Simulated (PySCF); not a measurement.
Compound: C6H4FO2 (charge -1).
Atom-mapped SMILES: `[CH:1]#[C:2][C@@:3]1([C:4](=[O:5])[O-:6])[CH2:7][C@H:8]1[F:9]`

Definitions: NICS(0) = −σiso at the ring centroid; NICS(1) = −σiso and NICS(1)zz = −σzz at ±1 Å along the ring normal z. Level: GIAO PBE0/pcSseg-1 (PySCF, non-relativistic, gas phase) on the GFN2-xTB geometry, one conformer.

Ring bond lengths (Å), with Mayer bond orders in brackets: C3–C7 1.516 (0.88), C7–C8 1.487 (0.98), C8–C3 1.497 (0.88).

Question: Give the NICS values of each ring in ppm.

Answer: 
| ring | type | NICS(0) | NICS(1), two faces | NICS(1)zz, two faces | rms pucker (Å) | centre to ring atoms, mean (Å) |
| --- | --- | --- | --- | --- | --- | --- |
| C3–C7–C8 | 3-membered carbocycle; formal bonds all single | -38.5 | -9.8 / -7.3 | -28.7 / -15.3 | 0.00 | 0.87 |

Question: What can be read from them?

Answer: 
- C3–C7–C8: mean NICS(1)zz -22.0 ppm, shielded. C3, C7, C8 have four or more neighbours, so the value isn't read as a sign of a π ring current. The two faces differ by 13.4 ppm, so no symmetry operation interchanges them. NICS(0) lies 30 ppm below the mean NICS(1).

Question: List the ring angles and the Hirshfeld charges of the ring atoms.

Answer: 
- C3–C7–C8: C3 59.2° (-0.033 e), C7 59.8° (-0.115 e), C8 61.1° (+0.033 e); sum 180.0° against 180° for a flat convex ring.

Cost: about 60 s of CPU time on one thread; the machine was shared, so the figure is rough. This is the whole shielding run at PBE0/pcSseg-1, SCF included.

The values belong to the conformer `[CH:1]#[C:2][C@@:3]1([C:4](=[O:5])[O-:6])[CH2:7][C@H:8]1[F:9]`: C2–C3–C4–O5 180°.
